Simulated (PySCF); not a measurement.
HSE06 on Re (rhenium, neutral), [Xe] 4f14 5d4 6s2 7s1, high-spin 6D determinant (an excited configuration). All numbers are calculated (PySCF 2.14, scalar relativity by spin-free X2C-1e, in x2c-TZVPPall with one added diffuse shell each of s, p, d, f type (12s8p8d4f1g, 113 functions)).

```
cycle= 20 E= -16692.7875592436  delta_E= 2.81e-06  |g|= 0.00624  |ddm|= 0.00907
cycle= 21 E= -16692.7875623264  delta_E= -3.08e-06  |g|= 0.00621  |ddm|= 0.00446
cycle= 22 E= -16692.7875518018  delta_E= 1.05e-05  |g|= 0.00593  |ddm|= 0.011
cycle= 23 E= -16692.7874819442  delta_E= 6.99e-05  |g|= 0.00435  |ddm|= 0.0614
cycle= 24 E= -16692.7874258989  delta_E= 5.6e-05  |g|= 0.00242  |ddm|= 0.0703
cycle= 25 E= -16692.787414302  delta_E= 1.16e-05  |g|= 0.000955  |ddm|= 0.0541
cycle= 26 E= -16692.7874097404  delta_E= 4.56e-06  |g|= 0.000383  |ddm|= 0.0289
cycle= 27 E= -16692.7874099439  delta_E= -2.04e-07  |g|= 0.000243  |ddm|= 0.0115
cycle= 28 E= -16692.7874099006  delta_E= 4.34e-08  |g|= 0.000218  |ddm|= 0.00162
cycle= 29 E= -16692.7874095067  delta_E= 3.94e-07  |g|= 0.000101  |ddm|= 0.0033
cycle= 30 E= -16692.7874095018  delta_E= 4.91e-09  |g|= 9.52e-05  |ddm|= 0.00207
cycle= 31 E= -16692.7874094457  delta_E= 5.61e-08  |g|= 3.73e-05  |ddm|= 0.00226
cycle= 32 E= -16692.7874094458  delta_E= -8.37e-11  |g|= 1.94e-05  |ddm|= 0.000441
converged SCF energy = -16692.7874094458  <S^2> = 8.7552455  2S+1 = 6.0017483
```

Highest occupied orbital energy: -1.688 eV; ⟨L²⟩ = 8.16; populations by l: s 12.64, p 24.00, d 24.36, f 14.00.

Can this result be used?

Not for this state. The calculation finished and met its thresholds. ⟨L²⟩ = 8.16 against 6 for a pure D term, so this real determinant mixes terms. Spin-orbit coupling, absent here, splits the open shell strongly. The outer electron is Rydberg-like, and this basis confines it to a smaller radius and binds it less than a complete one would. The s, p, d and f populations moved away from the nominal configuration during the SCF.
